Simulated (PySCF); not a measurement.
```xyz
4
charge 0 multiplicity 3, angstrom
Ru    0.2186   -0.0667   -0.1320
H     1.2210    0.4623    0.9478
O    -1.3874    0.3474    0.6838
H    -1.3035    0.7729    1.5434
```

These are results of PySCF, UPBE0, basis Ru def2-TZVP with ECP28, H def2-TZVP, O def2-TZVP (scalar-relativistic core potentials, no spin–orbit coupling, density fitting), not measurements.

This geometry of HRu(OH) is a stationary point at this level.

What is the point group?

Cs.

Is it a minimum?

Yes: all harmonic wavenumbers are real.

Give the atomic charges and bond orders.


| atom | Mulliken | Löwdin | polar tensor | spin (Mulliken) | Mayer order to Ru1 |
| --- | --- | --- | --- | --- | --- |
| Ru1 | 0.41 | 0.20 | 0.84 | 1.97 | – |
| H2 | -0.05 | -0.04 | -0.26 | -0.08 | 0.99 |
| O3 | -0.70 | -0.32 | -0.82 | 0.12 | 1.05 |
| H4 | 0.34 | 0.16 | 0.24 | -0.01 | 0.01 |
Other Mayer orders above 0.3: O–H 0.88.

Give the ideal-gas entropy at 298.15 K and 1 bar by parts.

translation 168.6, rotation 86.2, vibration 13.4, spin 9.1; total 277.3 J/(mol K).

What is the atomisation energy, with and without zero-point energy?

1016 kJ/mol without, 967 kJ/mol with.

Only a few start shapes were tried, so a lower isomer may exist. With open d or f shells other occupations or spin states may lie lower.
